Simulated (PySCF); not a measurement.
**First hyperpolarisability: 4-ethylbenzoic acid (CCc1ccc(C(=O)O)cc1, C$_{9}$H$_{10}$O$_{2}$)**

Cartesian coordinates in Å; atom numbers follow the order of the lines, from 1:
```xyz
21

C    -3.1695    0.3918   -0.3860
C    -2.3067    0.4875    0.8706
C    -0.8583    0.1892    0.5960
C    -0.3745   -1.1251    0.6479
C     0.9513   -1.4106    0.3492
C     1.8267   -0.3815   -0.0124
C     3.2347   -0.7347   -0.3156
O     3.6884   -1.8509   -0.2609
O     3.9814    0.3241   -0.6650
C     1.3570    0.9349   -0.0690
C     0.0282    1.2110    0.2329
H    -2.8295    1.1034   -1.1539
H    -3.1177   -0.6163   -0.8251
H    -4.2243    0.6113   -0.1611
H    -2.3956    1.4970    1.3034
H    -2.6849   -0.2137    1.6320
H    -1.0521   -1.9348    0.9331
H     1.3383   -2.4308    0.3924
H     4.8707   -0.0199   -0.8365
H     2.0416    1.7374   -0.3476
H    -0.3321    2.2427    0.1913
```

Method: PySCF 2.14.0, quadratic response CAM-B3LYP/def2-SVPD first hyperpolarisability, Taylor convention, gas phase. Geometry: PBE0-D3(BJ)/def2-SVP.

Give β for the processes computed.

In 10⁻³⁰ esu, Taylor convention; the vector part is βᵢ = ⅓ Σⱼ (βᵢⱼⱼ + βⱼᵢⱼ + βⱼⱼᵢ); β∥ is 3/5 of the vector part along the dipole, the dipole points from − to +:
```
                   process  λ (nm)  β vector norm    β∥  β HRS  depolarisation ratio
           static β(0;0,0)       ∞           3.37  1.63   1.60                  3.49
second harmonic β(−2ω;ω,ω)    1907           3.69  1.79   1.74                  3.57
         Pockels β(−ω;ω,0)    1907           3.47  1.68      –                     –
second harmonic β(−2ω;ω,ω)    1064           4.57  2.23   2.11                  3.77
         Pockels β(−ω;ω,0)    1064           3.72  1.80      –                     –
```

Which lowest excitations, dipole and polarisabilities go with it?

S1 5.11 eV (f = 0.011); S2 5.30 eV (f = 0.001); S3 5.46 eV (f = 0.334); dipole 2.62 D; isotropic α 114.4 au static, 114.8 au at 1907 nm, 115.8 au at 1064 nm, 116.2 au at 953.5 nm, 120.8 au at 532 nm.
